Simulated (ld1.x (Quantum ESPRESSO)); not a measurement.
**LDA (PZ) ultrasoft dataset for ytterbium (Yb), scalar-relativistic all-electron reference.**

The input file (ld1.x (Quantum ESPRESSO) 7.5):

```
&input
   title='Yb', zed=70., rel=1, dft='PZ', iswitch=3,
   config='[Xe] 4f13 5d1 6s2 6p0',
   nld=3, rlderiv=2.85, eminld=-6.0, emaxld=5.0, deld=0.02
 /
 &inputp
   pseudotype=3, tm=.true., lloc=-1, rcloc=1.60,
   nlcc=.true., new_core_ps=.true., rcore=1.50,
   file_pseudopw='Yb.UPF', file_wfcaegen='ae.wfc', file_wfcncgen='nc.wfc', file_beta='beta', file_chi='chi', file_wfcusgen='us.wfc'
 /
6
5S  1  0   2.00   0.00  1.85  2.30  0.0
6S  2  0   2.00   0.00  1.85  2.30  0.0
5P  2  1   6.00   0.00  1.85  2.05  0.0
6P  3  1   0.00   0.00  1.85  2.05  0.0
5D  3  2   1.00   0.00  2.10  2.60  0.0
5D  3  2   0.00   0.20  2.10  2.60  0.0
 &test
   configts(1)='5s2 5p6 5d1 6s2 6p0'
 /
```

Command:

```bash
ld1.x < Yb.in > Yb.out
```

Resulting log (shortened: banner, matrices, multipoles, cross overlaps and the repeated all-electron block are left out):

```
Program LD1 v.7.5
     --------------------------- All-electron run ----------------------------

     Yb
     scalar relativistic calculation

     atomic number is 70.00
     dft =PZ   lsd =0 sic =0 latt =0  beta=0.20 tr2=1.0E-14
     Exchange-correlation= PZ
                           (   1   1   0   0   0   0   0)
     mesh =1269 r(mesh) =  99.63413 a.u. xmin = -7.00 dx = 0.01250
     1 Ry =  13.60569312 eV, c = 137.03599908

     n l     nl                  e(Ry)          e(Ha)          e(eV)
     1 0     1S 1( 2.00)     -4498.0275     -2249.0137    -61198.7815
     2 0     2S 1( 2.00)      -762.6126      -381.3063    -10375.8726
     2 1     2P 1( 6.00)      -672.4248      -336.2124     -9148.8051
     3 0     3S 1( 2.00)      -172.3192       -86.1596     -2344.5223
     3 1     3P 1( 6.00)      -145.1376       -72.5688     -1974.6982
     4 0     4S 1( 2.00)       -34.3103       -17.1551      -466.8154
     4 1     4P 1( 6.00)       -25.3748       -12.6874      -345.2413
     3 2     3D 1(10.00)      -111.9850       -55.9925     -1523.6341
     5 0     5S 1( 2.00)        -4.3709        -2.1854       -59.4691
     5 1     5P 1( 6.00)        -2.2885        -1.1443       -31.1371
     4 2     4D 1(10.00)       -13.6131        -6.8066      -185.2159
     4 3     4F 1(13.00)        -0.7202        -0.3601        -9.7983
     5 2     5D 1( 1.00)        -0.1493        -0.0746        -2.0308
     6 0     6S 1( 2.00)        -0.3471        -0.1736        -4.7229
     6 1     6P 1( 0.00)        -0.1026        -0.0513        -1.3958

     final scf error:  4.7E-15 reached in  34 iterations

     Etot =  -28101.983135 Ry,  -14050.991568 Ha, -382346.958689 eV

     Ekin =   30621.692928 Ry,   15310.846464 Ha,  416629.356884 eV
     Encl =  -69163.028570 Ry,  -34581.514285 Ha, -941010.942178 eV
     Eh   =   11006.854863 Ry,    5503.427431 Ha,  149755.889509 eV
     Exc  =    -567.502356 Ry,    -283.751178 Ha,   -7721.262904 eV

     normalization and overlap integrals

     s(1S/1S) =  1.000000  <r> =   0.0197  <r2> =    0.0005  r(max) =   0.0125
     s(2S/2S) =  1.000000  <r> =   0.0834  <r2> =    0.0082  r(max) =   0.0708
     s(2P/2P) =  1.000000  <r> =   0.0742  <r2> =    0.0067  r(max) =   0.0572
     s(3S/3S) =  1.000000  <r> =   0.2169  <r2> =    0.0538  r(max) =   0.1997
     s(3P/3P) =  1.000000  <r> =   0.2164  <r2> =    0.0543  r(max) =   0.1972
     s(4S/4S) =  1.000000  <r> =   0.4878  <r2> =    0.2687  r(max) =   0.4557
     s(4P/4P) =  1.000000  <r> =   0.5179  <r2> =    0.3053  r(max) =   0.4790
     s(3D/3D) =  1.000000  <r> =   0.1962  <r2> =    0.0451  r(max) =   0.1595
     s(5S/5S) =  1.000000  <r> =   1.1914  <r2> =    1.5998  r(max) =   1.0661
     s(5P/5P) =  1.000000  <r> =   1.4171  <r2> =    2.2908  r(max) =   1.2080
     s(4D/4D) =  1.000000  <r> =   0.5587  <r2> =    0.3626  r(max) =   0.4912
     s(4F/4F) =  1.000000  <r> =   0.7408  <r2> =    0.7313  r(max) =   0.4790
     s(5D/5D) =  1.000000  <r> =   2.8605  <r2> =   10.4025  r(max) =   1.8711
     s(6S/6S) =  1.000000  <r> =   3.6550  <r2> =   15.2439  r(max) =   3.0465
     s(6P/6P) =  1.000000  <r> =   5.3257  <r2> =   32.8816  r(max) =   4.3232

     ------------------------ End of All-electron run ------------------------

     --------------------- Generating US pseudopotential ---------------------

      Generating local potential from pseudized AE potential:
      Matching radius rcloc =   1.6000

      Local pseudo, rcloc= 1.610 Estimated cut-off energy=     9.62 Ry

      Computing core charge for nlcc:

       r > 1.51 : true rho core
      Core charge pseudized with two Bessel functions
      Integrated core pseudo-charge :   6.66

      Wfc   5S  rcut= 1.871  Using Troullier-Martins method
      Wfc-us  5S rcutus= 2.285  Estimated cut-off energy=    11.00 Ry

      Wfc   6S  rcut= 1.871  Using Troullier-Martins method
      Wfc-us  6S rcutus= 2.285  Estimated cut-off energy=    22.47 Ry

      Wfc   5P  rcut= 1.871  Using Troullier-Martins method
      Wfc-us  5P rcutus= 2.068  Estimated cut-off energy=    19.64 Ry

      Wfc   6P  rcut= 1.871  Using Troullier-Martins method
      Wfc-us  6P rcutus= 2.068  Estimated cut-off energy=    35.20 Ry

      Wfc   5D  rcut= 2.120  Using Troullier-Martins method
      Wfc-us  5D rcutus= 2.590  Estimated cut-off energy=    16.91 Ry

      Wfc   5D  rcut= 2.120  Using Troullier-Martins method
      Wfc-us  5D rcutus= 2.590  Estimated cut-off energy=    18.27 Ry

     ------------------- End of pseudopotential generation -------------------

     Computing logarithmic derivative in   2.84418

       Warning: n=1, l=0 expected 0 nodes, found 1
       Setting wfc to zero for this iteration
       (This warning will only be printed once per wavefunction)

     Computing logarithmic derivative in   2.84418
     Computing the partial wave expansion
     R is outside the sphere for l=    0 j= 0.00
     R is outside the sphere for l=    0 j= 0.00
     R is outside the sphere for l=    1 j= 0.00
     R is outside the sphere for l=    1 j= 0.00
     R is outside the sphere for l=    2 j= 0.00
     R is outside the sphere for l=    2 j= 0.00

     ---------------------- Testing the pseudopotential ----------------------

     Yb
     scalar relativistic calculation

     atomic number is 70.00   valence charge is 11.00
     dft =PZ   lsd =0 sic =0 latt =0  beta=0.20 tr2=1.0E-14
     mesh =1269 r(mesh) =  99.63413 xmin = -7.00 dx = 0.01250

     n l     nl             e AE (Ry)        e PS (Ry)    De AE-PS (Ry)
     1 0     5S   1( 2.00)       -4.37090       -4.51397        0.14307  !
     2 1     5P   1( 6.00)       -2.28853       -2.41396        0.12542  !
     3 2     5D   1( 1.00)       -0.14926       -0.23112        0.08186  !
     2 0     6S   1( 2.00)       -0.34712       -0.29186       -0.05526  !
     3 1     6P   1( 0.00)       -0.10259       -0.10943        0.00684  !

     eps = 2.7E-16  iter = 17

     Etot =  -28101.983135 Ry,  -14050.991568 Ha, -382346.958689 eV
     Etotps =   -91.984882 Ry,     -45.992441 Ha,   -1251.518073 eV

     Ekin =      22.831977 Ry,      11.415988 Ha,     310.644871 eV
     Encl =    -165.658202 Ry,     -82.829101 Ha,   -2253.894662 eV
     Ehrt =      60.550613 Ry,      30.275307 Ha,     823.833060 eV
     Ecxc =     -22.177819 Ry,     -11.088910 Ha,    -301.744605 eV
     (Ecc =      -8.902993 Ry,      -4.451496 Ha,    -121.131384 eV)
     Epseu=      12.468550 Ry,       6.234275 Ha,     169.643262 eV

     ---------------------- End of pseudopotential test ----------------------
```

A Bessel basis up to 400 Ry misses an occupied level by 0.50 Ry, so cutoffs and ghosts were not judged. Its overlap operator is not positive definite in a basis up to 400 Ry (lowest eigenvalue s -0.09), so the file is unfit for use: the generalised eigenproblem breaks down once the basis is large enough, and its test numbers describe a broken file. The potential misses its own reference levels by up to 1.9 eV, so it is not fit for use.

Generation and configuration tests took about 6.2 s on one core of a shared server CPU.
